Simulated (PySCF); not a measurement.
F$_{2}$Zn, charge +1, doublet, at a GFN2-xTB geometry (such geometries of metal compounds can be far from the true shape) (a state made from the parent by changing its charge; the spin is typed, not shown lowest).

Input for PySCF:
```python
from pyscf import gto, scf, dft

mol = gto.Mole()
mol.atom = '''
    Zn    0.123548    0.244403    0.249274
    F    -0.423721    0.696314   -1.389594
    F     0.011894   -1.510992    0.558682
'''
mol.basis = 'pcseg-0'
mol.charge = 1
mol.spin = 1
mol.verbose = 4
mol.build()

mf = dft.UKS(mol)
mf.xc = 'pbe'
mf = mf.density_fit(auxbasis='def2-universal-jkfit')
mf.kernel()
mf.analyze()
```

Q: Give the HOMO energy at the level DF-PBE/pcseg-0 (PySCF).

A: -15.63 eV

Q: Predict the <S^2> from DF-PBE/pcseg-0.

A: 0.752

Q: Predict the number of basis functions from DF-PBE/pcseg-0.

A: 42

Q: Predict the nuclear repulsion energy from DF-PBE/pcseg-0.

A: 174.4042 Eh

Q: What is the computed total energy (DF-PBE/pcseg-0)?

A: -1973.7243 Eh

These values belong to the state on which the SCF converged, which isn't shown to be the lowest.
